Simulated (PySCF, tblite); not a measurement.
Species: C6H7N3.
Cartesian coordinates in Å at the GFN2-xTB level; atoms count from 1:
```
atom  x, y, z in Å
C1     2.8426    1.9759   -1.0757
C2     2.5118    0.9180   -0.6265
C3     2.0697   -0.3583   -0.0913
N4     0.6377   -0.4778   -0.1516
N5     0.0198   -1.0153   -1.1737
C6    -1.2655   -0.9266   -0.8697
C7    -1.3797   -0.3067    0.3844
C8    -2.5940    0.0069    1.1774
N9    -0.1477   -0.0382    0.8027
H10    3.1485    2.9003   -1.4663
H11    2.3743   -0.4434    0.9563
H12    2.4991   -1.1740   -0.6808
H13   -2.0246   -1.2957   -1.5274
H14   -3.3363    0.5029    0.5547
H15   -2.3290    0.6513    2.0108
H16   -3.0343   -0.9104    1.5679
```

Method: CAM-B3LYP/def2-SVPD in PySCF (dipole) on a GFN2-xTB geometry, gas phase.

Masses are those of the commonest isotopes; rigid-rotor values at the optimised geometry. The values belong to one conformer with, in the numbering `[CH:1]#[C:2][CH2:3][n:4]1[n:5][cH:6][c:7]([CH3:8])[n:9]1`, C2–C3–N4–N5 92°.

**Question.** Give the principal moments of inertia and the rotational constants in GHz.

**Answer.** Ia = 124.24, Ib = 498.61, Ic = 541.92 u·Å²; 505379 MHz·u·Å²/I gives 4068, 1014 and 932.6 MHz, that is A = 4.0679, B = 1.0136, C = 0.9326 GHz.

**Question.** Classify the top.

**Answer.** A near-prolate asymmetric top. Ray's parameter κ = (2B − A − C)/(A − C) = -0.948; −1 is the prolate and +1 the oblate limit.

**Question.** Is it planar, by Δ = Ic − Ia − Ib?

**Answer.** Not planar: Δ = Ic − Ia − Ib = -80.93 u·Å². For a rigid frame Δ = −2 Σ m c², so Σ m c² = 40.46 u·Å² lies off the ab plane: 10.03 from hydrogen and 30.43 from heavier atoms. The atom farthest from that plane is 1.84 Å away.

**Question.** Give the other two planar moments, Paa and Pbb, and the rms extents of the mass along the axes.

**Answer.** Paa = Σ m a² = (Ib + Ic − Ia)/2 = 458.15 and Pbb = Σ m b² = (Ia + Ic − Ib)/2 = 83.77 u·Å². With the mass M = 121.06 u, the rms extents √(P/M) along a, b and c are 1.95, 0.83, 0.58 Å.

**Question.** Predict some low-J microwave lines.

**Answer.** The dipole components are |μa| = 0.46 D, |μb| = 0.18 D, |μc| = 0.17 D. Intensities carry the squares of the components, which stand as 1.00 : 0.15 : 0.14 (a : b : c). Some lines, for components of 0.1 D or more:

```
type  branch         J(Ka,Kc)    MHz  lower level (cm⁻¹)
   b       R  2(0,2) ← 1(1,1)    836               0.167
   a       R  1(0,1) ← 0(0,0)   1946               0.000
   c       Q  1(1,1) ← 1(0,1)   3054               0.065
   b       Q  2(1,1) ← 2(0,2)   3218               0.195
   a       R  2(1,2) ← 1(1,1)   3811               0.167
   a       R  2(0,2) ← 1(0,1)   3891               0.065
   a       R  2(1,1) ← 1(1,0)   3973               0.169
   b       R  1(1,1) ← 0(0,0)   5000               0.000
   c       R  1(1,0) ← 0(0,0)   5081               0.000
   c       Q  2(2,1) ← 2(1,1)   9163               0.302
   b       Q  2(2,0) ← 2(1,1)   9165               0.302
   b       Q  2(2,1) ← 2(1,2)   9406               0.294
   b       R  2(2,1) ← 1(1,0)  13136               0.169
   c       R  2(2,0) ← 1(1,0)  13138               0.169
   c       R  2(2,1) ← 1(1,1)  13217               0.167
   b       R  2(2,0) ← 1(1,1)  13219               0.167
```

**Question.** Estimate the classical rotational partition function at 10 K, 25 K and 200 K.

**Answer.** Point group C1, symmetry number σ = 1; q = (√π/σ)·√((kT/h)³/(ABC)), k/h = 20836.6 MHz/K: 2720 at 10 K, 10700 at 25 K, 243000 at 200 K.

Its GFN2-xTB frequencies are all real (lowest 27 cm⁻¹). No vibrational averaging or centrifugal distortion is included, and the geometry carries the error of its method. A rigid rotor knows nothing of internal rotation, which can split or shift real lines. Quadrupole hyperfine structure (14N) is left out.

Hardware: one thread, Arm Neoverse V2, on a shared host. Cost: 73 s of wall time. This is the CAM-B3LYP/def2-SVPD job that gave the dipole, with the excitations it also computed.
